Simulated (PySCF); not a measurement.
C2H9BClN.
SMILES: `CC[B@H-]([NH3+])Cl`

Jobs on this species (14 atoms, 50 electrons) with PySCF (density fitting). Hardware of each: an Arm Neoverse V1 with one thread, no GPU (shared host). Times come from a shared host and carry two figures at best. Peak memory is the resident size of the whole Python process, interpreter and libraries included.

```tsv
level and settings	work	basis functions	SCF cycles	wall time	peak memory
delta-SCF UKS SCAN, pcX-1 on the ionised atom, pcseg-1 elsewhere, spin-free X2C	ΔSCF core ionisation, 6 holes	141	?	?	?
delta-SCF UKS SCAN, def2-TZVP on the ionised atom, pcseg-1 elsewhere, spin-free X2C	ΔSCF core ionisation, 6 holes	138	?	?	?
delta-SCF UKS PBE0, pcX-2 on the ionised atom, pcseg-1 elsewhere, spin-free X2C	ΔSCF core ionisation, 6 holes	161	80	41 s	0.62 GiB
delta-SCF UKS HF, pcX-2 on the ionised atom, pcseg-1 elsewhere, spin-free X2C	ΔSCF core ionisation, 6 holes	161	75	22 s	0.55 GiB
delta-SCF UKS SCAN, pcX-2 on the ionised atom, pcseg-1 elsewhere, non-relativistic	ΔSCF core ionisation, 6 holes	161	90	37 s	0.62 GiB
delta-SCF UKS PBE, pcX-2 on the ionised atom, pcseg-1 elsewhere, spin-free X2C	ΔSCF core ionisation, 6 holes	161	84	23 s	0.55 GiB
PBE0-D3(BJ)/def2-SVP, grid level 1	geometry optimisation from a GFN2-xTB start shaken at random	119	37	29 s	0.53 GiB
delta-SCF UKS SCAN, pcX-2 on the ionised atom, pcseg-1 elsewhere, spin-free X2C	ΔSCF core ionisation, 6 holes	161	90	39 s	0.61 GiB
```

**Question.** Fill in the missing figures.

**Answer.** 
- delta-SCF UKS SCAN, pcX-1 on the ionised atom, pcseg-1 elsewhere, spin-free X2C; ΔSCF core ionisation, 6 holes: 31 s, 0.55 GiB, 87 SCF cycles
- delta-SCF UKS SCAN, def2-TZVP on the ionised atom, pcseg-1 elsewhere, spin-free X2C; ΔSCF core ionisation, 6 holes: 35 s, 0.55 GiB, 87 SCF cycles

**Question.** What do all jobs in the table cost together?

**Answer.** About 4.3 min; the longest takes about 16 % of that, and about 1.9 times as long as the shortest.
